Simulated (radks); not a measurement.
Values are calculated unless marked as measured or tabulated.
Effect of the nuclear size on neutral cerium, [Xe] 4f1 5d1 6s2. Level of theory: Dirac Kohn-Sham, BLYP, spin-unpolarised, spherical densities, finite nucleus; open shells are shared between the two j in proportion to 2j + 1; Fermi nuclear charge, rms radius 4.8771 fm (a radial shooting solver on a logarithmic mesh with Libxc functionals). The rms radius is varied about that value; shifts are against it.

| rms radius (fm) | total energy shift (eV) | density at nucleus (e/bohr^3) | 1s1/2 shift (meV) | 2s1/2 shift (meV) | 5s1/2 shift (meV) | 5p1/2 shift (meV) | 6s1/2 shift (meV) | 5d5/2 shift (meV) |
|---|---|---|---|---|---|---|---|---|
| 4.0139 | -3.40 | 3.989e+05 | -1410 | -172 | -1.24 | 0.221 | -0.078 | 0.134 |
| 4.643 | -0.973 | 3.87e+05 | -404 | -49.4 | -0.356 | 0.063 | -0.022 | 0.038 |
| 4.8771 | 0 | 3.831e+05 | 0.000 | 0.000 | 0.000 | 0.000 | 0.000 | 0.000 |
| 5.0527 | 0.755 | 3.803e+05 | 314 | 38.3 | 0.276 | -0.049 | 0.017 | -0.030 |
| 5.4477 | 2.53 | 3.744e+05 | 1050 | 128 | 0.925 | -0.165 | 0.058 | -0.099 |

Slopes of the eigenvalues against <r^2> in GHz/fm^2, as finite differences over the two radii next to the reference (eigenvalue slopes, not the field-shift constants of lines): 1s1/2 43700, 2s1/2 5340, 5s1/2 38.5, 5p1/2 -6.85, 6s1/2 2.42, 5d5/2 -4.13.
